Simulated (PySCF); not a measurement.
Gas-phase reaction: TaOCl₃ + 3 FO ⇌ TaOF₃ + 3 ClO

Method: PySCF energies (xtb for GFN2) plus ideal-gas RRHO corrections (1 bar). † marks an energy on the PBE0/def2-TZVP geometry and frequencies; other levels use their own. Open shells (unrestricted): FO (multiplicity 2, electronic degeneracy 4), ClO (multiplicity 2, electronic degeneracy 4); the rest are closed-shell singlets. GFN2 has no spin-polarisation term. Spin-orbit splitting is ignored; it lowers the true energy and changes the entropy of FO, ClO. B3LYP is the form with VWN-RPA correlation. Ta: scalar-relativistic def2 core potential, no spin-orbit coupling. TaOF₃: computed as isolated molecules; such fragments, hydroxides, amides, oligomers or adducts are transient or little studied in the gas. The harmonic model lacks anharmonicity and excited electronic states, which grow with temperature; levels with a mode under 35 cm⁻¹ are left out. Soft modes under 120 cm⁻¹ make the harmonic entropy rough for TaOCl₃.

| level | ΔE electronic, kJ | ΔH°(298 K), kJ | ΔS°(298 K), J/K | ΔG°(2000 K), kJ |
|---|---|---|---|---|
| B3LYP/def2-TZVP† | -598 | -598 | -5 | -586 |
| BLYP/def2-TZVP† | -604 | -605 | -5 | -592 |
| GFN2-xTB | -628 | -632 | -2 | -632 |
| M06-2X/def2-TZVP† | -584 | -584 | -5 | -571 |
| PBE/def2-SVP | -512 | -512 | -5 | -501 |
| PBE/def2-TZVP† | -587 | -587 | -5 | -575 |
| PBE0/def2-TZVP | -572 | -573 | -5 | -560 |
| r2SCAN/def2-TZVP† | -581 | -582 | -5 | -569 |
| LDA/def2-TZVP† | -626 | -627 | -5 | -614 |
| ωB97M-V/def2-TZVP† | -579 | -579 | -5 | -567 |
| ωB97X-V/def2-TZVP† | -571 | -571 | -5 | -558 |
ΔH° is lowest at GFN2-xTB and highest at PBE/def2-SVP. No reference value is set beside these.
